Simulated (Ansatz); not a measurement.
**Match the barriers**

Saddle point of SiN$_{2}$H$_{6}$O, singlet (SiN₂H₆O ([NH2][SiH]([NH2])[OH]) → SiN₂H₄O ([NH2][Si]([NH2])[O]) + H₂; bonds formed: H2–H4; bonds broken: Si1–H2, O3–H4), PBE0-D4/def2-TZVP structure:

```
10
angstrom
Si -0.1357 0.2495 -0.2693
H 0.5781 -0.9394 -1.4192
O -0.5325 1.0065 -1.5742
H 0.1639 -0.1940 -1.8587
N 1.1447 0.7280 0.7046
N -1.2347 -0.6380 0.6370
H 1.3385 0.3822 1.6277
H 1.8613 1.3380 0.3500
H -2.1047 -0.9442 0.2368
H -1.0789 -0.9886 1.5654
```

Program: Ansatz 0.2.0. Basis: def2-TZVPP, with def2-QZVPP for the basis limit. Cores are frozen in the correlated methods. Extrapolation: Hartree–Fock as exp(−7.88 √X), correlation as X^−2.97. Four methods, as single points on the PBE0-D4 structures, gave these electronic barriers from the start structure: 200.4, 214.3, 230.0, 295.9 kJ/mol.

The methods were, in alphabetical order, HF, MP2, PBE-D4, r2SCAN-D4. Which gave which? (Judge from chemistry; the calculation decides.)

The calculation gives: PBE-D4 200.4; r2SCAN-D4 214.3; MP2 230.0; HF 295.9 kJ/mol. For comparison, CCSD(T) at an estimated basis limit (MP2 extrapolated from triple and quadruple zeta, plus CCSD(T) − MP2 in triple zeta) gives 236.9 kJ/mol.

T1 diagnostic: at most 0.015.

Labels in which every atom is bracketed show which atoms are joined, not bond orders.

For scale, one of the runs: CCSD(T)/def2-TZVPP, 219 basis functions, launched by `ansatz run in.yaml --threads 4 --pin off --events-out ev --progress --plain --max-ram 9574MiB`. The run took 54 s on 4 CPU threads of an Arm Neoverse V1 (shared host), with 3.4 GiB of host memory at its peak.
